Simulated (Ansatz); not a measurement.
Start from `N[SiH](O)[SiH3]` and change one atom or group to get `N[SiH](O)CBr`.

Ansatz, PBE0-D4/def2-TZVP geometries, multiplicity 1. Each molecule was computed in one conformer, which needn't be the lowest.

Scalar relativity is left out up to krypton. Spin–orbit coupling is left out; it splits and shifts lone-pair levels of the heavy atoms by tenths of an eV.

```csv
property,`N[SiH](O)[SiH3]`
HOMO energy (B3LYP/def2-TZVPP) / eV,-7.20
LUMO energy (B3LYP/def2-TZVPP) / eV,-0.14
size of the dipole moment (ωB97M-V/def2-TZVPP) / D,2.57
HOMO–LUMO gap (ωB97M-V/def2-TZVPP) / eV,11.32
size of the dipole moment (B3LYP/def2-TZVPP) / D,2.55
HOMO energy (ωB97M-V/def2-TZVPP) / eV,-9.63
```

(1) Give the same properties after the change, and the shifts. (Estimate.)

Results:

(1) The calculation gave: 
```tsv
property	`N[SiH](O)CBr`	shift
HOMO energy (B3LYP/def2-TZVPP) / eV	-7.36	-0.16
LUMO energy (B3LYP/def2-TZVPP) / eV	-0.51	-0.37
size of the dipole moment (ωB97M-V/def2-TZVPP) / D	1.84	-0.73
HOMO–LUMO gap (ωB97M-V/def2-TZVPP) / eV	11.54	0.22
size of the dipole moment (B3LYP/def2-TZVPP) / D	1.85	-0.70
HOMO energy (ωB97M-V/def2-TZVPP) / eV	-9.84	-0.21
```

With PBE0 the HOMO falls by 0.18 eV and the LUMO falls by 0.35 eV, so the gap narrows by about 0.17 eV. PBE moves the HOMO by -0.18 eV and ωB97M-V by -0.21 eV. Dipoles are sizes alone; their direction can turn.

B3LYP here is the variant with VWN-RPA as its local correlation; programs differ in this.

Positive LUMOs are unbound, so they and the gaps depend on the basis.
